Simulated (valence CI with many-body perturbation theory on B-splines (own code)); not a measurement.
Values are calculated unless marked as measured or tabulated.
## Assign the levels of Ag13+

Method: configuration interaction combined with many-body perturbation theory (CI+MBPT): six valence electrons over a frozen Dirac-Fock core [Ar] 3d10, radial functions for each j: 9 s, 9 p, 8 d, 6 f, 3 g, 1 h, with the one-electron correlation potential Σ1, the two-electron term Σ2, the three-electron term Σ3, Breit, model QED; selected CI, second order for the rest, scaled by the run's own slope (own B-spline code, finite nucleus).

No measured spectrum was set against this ion. As an estimate, levels hold to about 250 cm⁻¹ or 0.2 % of their energy and the worst to 1 %, as in measured heavy ions of charge 2 to 7; those with d or f electrons hold less well. Among the levels kept, up to 1300 cm⁻¹ of a level comes from second order outside the variational space, and about a tenth of that is noise between levels of different J, which matters for small intervals.

| No. | J | Parity | E (eV) | g |
| --- | --- | --- | --- | --- |
| 1 | 2 | even | 0.000 | 1.410 |
| 3 | 1 | even | 5.961 | 1.500 |
| 4 | 2 | even | 8.270 | 1.089 |
| 6 | 2 | odd | 42.623 | 1.500 |
| 7 | 1 | odd | 45.701 | 1.432 |
| 13 | 1 | odd | 59.011 | 1.452 |
| 14 | 4 | odd | 59.519 | 1.425 |
| 17 | 1 | odd | 63.834 | 0.601 |

Energies count from the lowest level. Strongly mixed levels and levels close to another of their J and parity, and those with J = 0 are left out, so the numbers can have gaps.

(1) Give configuration and LS term of each level.

Results:

(1) 1: 4s2 4p4 3P; 3: 4s2 4p4 3P; 4: 4s2 4p4 1D; 6: 4s 4p5 3P°; 7: 4s 4p5 3P°; 13: 4s2 4p3 4d 5D°; 14: 4s2 4p3 4d 5D°; 17: 4s2 4p3 4d 3D°.
